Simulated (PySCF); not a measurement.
## Electric field gradients and quadrupole coupling constants

Compound: C₉H₁₃O (charge +1).
Cartesian coordinates in Å at the GFN2-xTB level; atoms count from 1:
```xyz
23
C9H13O angstrom
C     -1.2904   -1.2840    1.1066
C     -1.0704   -0.0642    0.1947
C     -1.6347    1.1905    0.8606
C     -1.7618   -0.2920   -1.1611
C      0.4036    0.0819   -0.0479
C      1.1985   -0.8993   -0.6429
C      2.5484   -0.6614   -0.8203
C      3.0873    0.5608   -0.3975
C      2.2338    1.4654    0.1768
O      0.9517    1.2152    0.3343
H     -0.9433   -2.2037    0.6456
H     -0.7797   -1.1541    2.0575
H     -2.3535   -1.3854    1.3036
H     -2.7003    1.0642    1.0252
H     -1.4924    2.0671    0.2338
H     -1.1643    1.3706    1.8239
H     -1.4158   -1.1997   -1.6462
H     -2.8313   -0.3836   -0.9967
H     -1.5918    0.5489   -1.8288
H      0.7554   -1.8296   -0.9576
H      3.1799   -1.4075   -1.2786
H      4.1339    0.7873   -0.5167
H      2.5325    2.4399    0.5415
```

Field gradients from the PBE0/pcSseg-1 density (PySCF, non-relativistic), principal values in atomic units, ordered |Vxx| ≤ |Vyy| ≤ |Vzz|:

```tsv
atom	Vxx	Vyy	Vzz
O10	-0.1451	-1.2182	1.3633
```

Task: Find the asymmetry η = (Vxx − Vyy)/Vzz and the couplings χ = eQV/h (234.96 MHz × Q in barn × V in au), with Q(17O) = −0.0256 b.

Result: 
```json
{"atom": "O10", "environment": "ring oxygen", "nucleus": "17O", "η": "0.79", "χzz (MHz)": "-8.20", "χxx (MHz)": "0.87", "χyy (MHz)": "7.33"}
```

The tensor is traceless: Vxx + Vyy + Vzz = 0.

Task: What is Vzz at O10 in SI units (1 au = 9.71736 × 10²¹ V/m²)?

Result: 1.3633 au = 13.247 × 10²¹ V/m².

Task: What couplings would deuterons (Q(2H) = 0.00286 b) have in place of the hydrogens, at this geometry?

Result: 
| atom | bonded to | bond length (Å) | Vzz (au) | η | χzz (kHz) |
| --- | --- | --- | --- | --- | --- |
| H11 | C1 | 1.086 | 0.3155 | 0.04 | 212 |
| H12 | C1 | 1.087 | 0.3105 | 0.04 | 209 |
| H13 | C1 | 1.086 | 0.3122 | 0.03 | 210 |
| H14 | C3 | 1.086 | 0.3127 | 0.03 | 210 |
| H15 | C3 | 1.087 | 0.3113 | 0.04 | 209 |
| H16 | C3 | 1.087 | 0.3113 | 0.03 | 209 |
| H17 | C4 | 1.086 | 0.3155 | 0.04 | 212 |
| H18 | C4 | 1.086 | 0.3122 | 0.03 | 210 |
| H19 | C4 | 1.087 | 0.3105 | 0.04 | 209 |
| H20 | C6 | 1.077 | 0.3197 | 0.07 | 215 |
| H21 | C7 | 1.080 | 0.3119 | 0.03 | 210 |
| H22 | C8 | 1.077 | 0.3192 | 0.07 | 214 |
| H23 | C9 | 1.083 | 0.3012 | 0.09 | 202 |

Isolated species at its GFN2-xTB geometry, gas phase. GFN2-xTB bond lengths can be off by several hundredths of an ångström, more for odd bonds, and the gradients follow them. These gradients aren't converged with respect to the basis.
